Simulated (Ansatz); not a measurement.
Species: hydrogen iodide, HI, net charge 0, singlet state. 
Coordinates optimised at B3LYP-D3(BJ)/def2-TZVP (Ansatz, a first-principles code):
```xyz
2

I      0.0000     0.0000    -0.0299
H      0.0000     0.0000     1.5855
```

Parts of the frozen-core correlation energy in def2-SVP (Ansatz, hartree). Frozen orbitals: 9; correlated occupied orbitals by spin: 4 and 4; virtual: 18 and 18. No spin-orbit coupling. Past Kr the def2 sets carry scalar-relativistic core potentials.

| term | value |
|---|---|
| reference (HF) | -297.23148 |
| MP2 opposite-spin | (withheld) |
| MP2 same-spin | (withheld) |
| CCSD correlation | -0.12287 |
| (T) | (withheld) |
| CCSDT minus CCSD(T) | -0.00024 |
| CCSDT(Q) minus CCSD(T) | -0.00043 |
| T1 diagnostic | 0.007 |
| largest doubles amplitude | 0.087 |

Q: What belongs in the gaps?

A: 
- MP2 opposite-spin, value: -0.08237
- MP2 same-spin, value: -0.02517
- (T), value: -0.00194
